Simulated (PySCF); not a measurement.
Two species compared at the same levels of theory.

First species: C5H10O2S.
SMILES: `CS(=O)([C@@H](C=C)C)=O`

Second species: 1-chloronaphthalene, C₁₀H₇Cl.
Numbering: `[Cl:1][c:2]1[cH:3][cH:4][cH:5][c:6]2[cH:7][cH:8][cH:9][cH:10][c:11]12` (hydrogens: H12 on C3; H13 on C4; H14 on C5; H15 on C7; H16 on C8; H17 on C9; H18 on C10)

Geometry (GFN2-xTB, Å), atoms numbered from 1 in this order:
```
atom  x, y, z in Å
Cl1    1.170    3.126    0.064
C2     1.184    1.398   -0.046
C3     2.382    0.759   -0.220
C4     2.421   -0.639   -0.313
C5     1.270   -1.370   -0.232
C6     0.024   -0.734   -0.052
C7    -1.177   -1.469    0.038
C8    -2.376   -0.838    0.215
C9    -2.429    0.560    0.309
C10   -1.286    1.305    0.226
C11   -0.033    0.683    0.045
H12    3.296    1.329   -0.285
H13    3.374   -1.127   -0.450
H14    1.296   -2.447   -0.303
H15   -1.127   -2.546   -0.037
H16   -3.289   -1.411    0.283
H17   -3.383    1.047    0.449
H18   -1.328    2.381    0.298
```

Levels: PBE0/pcSseg-1 for dipole moment, HOMO energy, LUMO energy and HOMO–LUMO gap; GFN2-xTB for rotational constant A and rotational constant C. Geometries: GFN2-xTB. Each species is one conformer at its optimised geometry, gas phase, non-relativistic unless stated; the electronic structure was computed with PySCF and density fitting.

The conformers computed, where there is a choice (atom-mapped SMILES and torsion angles):
- `[CH2:1]=[CH:2][C@@H:3]([CH3:4])[S:5]([CH3:6])(=[O:7])=[O:8]`: C1–C2–C3–C4 133°, C2–C3–S5–C6 62°

```
             property   column X   column Y
        dipole moment     1.67 D     4.46 D
          HOMO energy   -6.49 eV   -7.71 eV
          LUMO energy   -1.49 eV   -0.57 eV
        HOMO–LUMO gap    5.00 eV    7.14 eV
rotational constant A  1.543 GHz  2.408 GHz
rotational constant C  0.579 GHz  1.200 GHz
```

**Question.** Which column belongs to which species?

**Answer.** Column X is the second species and column Y the first. The first has 18 atoms and 72 electrons, the second 18 and 84.

**Question.** How does each property change from the first species to the second?

**Answer.** dipole moment -2.79 D; HOMO energy +1.22 eV; LUMO energy -0.92 eV; HOMO–LUMO gap -2.14 eV; rotational constant A -0.865 GHz; rotational constant C -0.621 GHz.

On the first: The dipole equals about 14.9 × 10⁻³⁰ C·m (1 D = 3.33564 × 10⁻³⁰ C·m).

On the second: The dipole equals about 5.6 × 10⁻³⁰ C·m (1 D = 3.33564 × 10⁻³⁰ C·m).
